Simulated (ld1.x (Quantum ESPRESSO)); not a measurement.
Ta: TM pseudisation with PW91, scalar-relativistic reference atom.

tantalum (Ta), norm-conserving Troullier–Martins (Kleinman–Bylander form), made with ld1.x (Quantum ESPRESSO) 7.5 (PW91, scalar-relativistic). Core [Kr] 4d10 4f14, reference 5s2 5p6 5d3 6s0 6p0 (charge +2). Waves: 5s (bound): rc 1.25 bohr; 5d (bound): rc 2.60 bohr; 5p (bound): rc 1.70 bohr. Local part: the p channel. Core correction: none.

Poles of the logarithmic derivatives, all-electron (AE) and pseudo (PS). s: poles at -6.5, 0.4 (AE) and -6.5, 0.7 (PS) Ry. p: poles at -4.0, 1.9 (AE) and -4.0, 1.6 (PS) Ry. d: poles at -0.9, 4.4 (AE) and -0.9, 4.5 (PS) Ry. Test radius 2.87 bohr.

- Cutoffs needed: 90 Ry and 160 Ry (the cutoffs (Ry, on a coarse ladder) from which the occupation-weighted sum of valence levels, in a spherical-Bessel basis at the reference potential, stays within 10 and 1 mRy of its value at 400 Ry)
- Ghost test: ghost state, extra bound levels that the all-electron valence spectrum of the same l lacks: s at -131.6 eV; a true bound ghost makes a file unfit for plane-wave use (spherical-Bessel basis up to 400 Ry, 20 bohr box)
- Configuration tests: 5 of 7 tests not solved or not reliable; not counted: 5s2 5p6 5d3 6s2 6p0 (pseudo-atom not self-consistent, printed error -1377 eV); 5s2 5p6 5d3 6s1.5 6p0 (an occupied level unbound or not found, printed error -86.1 eV); 5s2 5p6 5d3.5 6s1.5 6p0 (an occupied level unbound or not found, printed error -6.8 eV); 2 more
